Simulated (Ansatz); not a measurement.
Relaxation of C2H4BIn (8 atoms, charge 0, multiplicity 1), to a largest force component of 0.02 eV/Å in at most 50 steps.

Method: RKS B3LYP-D4/def2-mTZVP in Ansatz 0.2.0.

```xyz
8
Properties=species:S:1:pos:R:3
B -0.403 0.991 -0.365
C 0.609 -0.115 0.111
C 1.260 -1.050 0.551
In -1.336 -1.800 0.153
H -0.518 1.805 0.500
H -0.102 1.430 -1.430
H 2.025 -1.657 0.967
H -1.535 0.398 -0.486
```

Question: Where does it end, and by what steps?

Answer: It converged. After 7 steps the energy has fallen by 0.049 eV; H5 moved furthest, 0.09 Å.

```tsv
step	energy less start (eV)	largest force component (eV/Å)	accepted
0	0.0000	0.530	yes
1	-0.0197	0.361	yes
2	-0.0238	0.280	yes
3	-0.0330	0.319	yes
4	-0.0317	0.327	no
5	-0.0411	0.184	yes
6	-0.0465	0.375	yes
7	-0.0491	0.020	yes
```

```xyz
8
Properties=species:S:1:pos:R:3
B -0.387 0.983 -0.340
C 0.650 -0.075 0.174
C 1.322 -1.015 0.572
In -1.385 -1.758 0.113
H -0.593 1.845 0.474
H -0.124 1.372 -1.448
H 2.028 -1.731 0.923
H -1.511 0.380 -0.467
```

The run took 10 s on 2 threads of AMD EPYC 9R45 96-Core Processor (Zen 5), with other jobs on the host, peak memory 0.25 GiB.
